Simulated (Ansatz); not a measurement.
Cost and result up the ladder for the cluster Cu3H3 (6 atoms). Charge 0, multiplicity 1. Geometry: PBE-D4/def2-SVP.

```xyz
6

Cu   -0.402   -1.839   -2.190
Cu   -0.023   -0.247   -0.531
Cu    0.336    1.301    1.163
H     0.123    1.268    2.666
H     0.545    1.272   -0.486
H    -0.580   -1.754   -0.622
```

Ansatz on 4 threads of Intel Xeon 6975P-C on a shared host. Times are rough, and most runs start from the orbitals of an earlier one. PBE0-D4/def2-TZVP serves as the yardstick here, not as an exact answer. Binding counts from free atoms at the same level (Cu doublet, H doublet; other spins of the atoms weren't run), without zero-point energy or a counterpoise term.

HSE06 is defined as in plane-wave codes, on full-range PBE exchange. Correlated methods freeze 27 core orbitals. No other spin state of charge 0 was run. Another isomer (singlet) lies 1.38 eV lower at PBE0-D4/def2-TZVP; other spin states weren't run for this one.

Correlated methods converge slowly with the basis.

```json
{"level": "r2SCAN-D4/def2-TZVP", "functions": "153", "binding energy per atom (eV)": "1.96", "difference from PBE0-D4/def2-TZVP (eV)": "0.20"}
{"level": "PBE0-D4/def2-TZVP", "functions": "153", "binding energy per atom (eV)": "1.77", "difference from PBE0-D4/def2-TZVP (eV)": "0.00"}
{"level": "B97M-V/def2-TZVP", "functions": "153", "binding energy per atom (eV)": "1.93", "difference from PBE0-D4/def2-TZVP (eV)": "0.16"}
{"level": "HSE06-D4/def2-TZVP", "functions": "153", "binding energy per atom (eV)": "1.76", "difference from PBE0-D4/def2-TZVP (eV)": "0.00"}
{"level": "PBE-D4/def2-TZVP (with forces)", "functions": "153", "binding energy per atom (eV)": "1.90", "difference from PBE0-D4/def2-TZVP (eV)": "0.14"}
{"level": "CCSD(T)/def2-TZVP", "functions": "153", "binding energy per atom (eV)": "1.74", "difference from PBE0-D4/def2-TZVP (eV)": "-0.02"}
```

**Question.** Estimate how long each takes.

**Answer.** PBE-D4/def2-TZVP (with forces) 1.2 s; HSE06-D4/def2-TZVP 1.6 s; r2SCAN-D4/def2-TZVP 1.8 s; PBE0-D4/def2-TZVP 1.9 s; B97M-V/def2-TZVP 2.9 s; CCSD(T)/def2-TZVP 9 s. On shared hardware such times vary by a factor of up to 3.
